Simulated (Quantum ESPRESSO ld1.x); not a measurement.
Task: These are the eigenvalues of the occupied orbitals of an atom or ion with whole-number occupations (hartree). All-electron calculation, non-relativistic Kohn-Sham, LDA (Slater exchange, VWN5 correlation), spin-polarised, spherical densities, point nucleus. Program: ld1.x of Quantum ESPRESSO 7.5.

orbital  eigenvalue
1s         -942.159
2s         -137.507
2p         -128.310
3s         -26.0567
3p         -22.3143
3d         -15.3613
4s         -4.27631
4p         -3.07581
4d         -1.14376

Which element is it, and in what charge state? The configuration may be excited. Open shells, if any, are filled with parallel spins first.

Result: Z = 48, cadmium, charge +2: Cd2+ in [Kr] 4d10. The list shows which subshells hold electrons but not how many an open one holds; the 1s level, -942.16 hartree, gives Z - s = 43.4 by -(Z - s)^2/2, which with screening narrows Z to a few neighbours, and the depths of the outer levels then fix element, charge and occupations together.
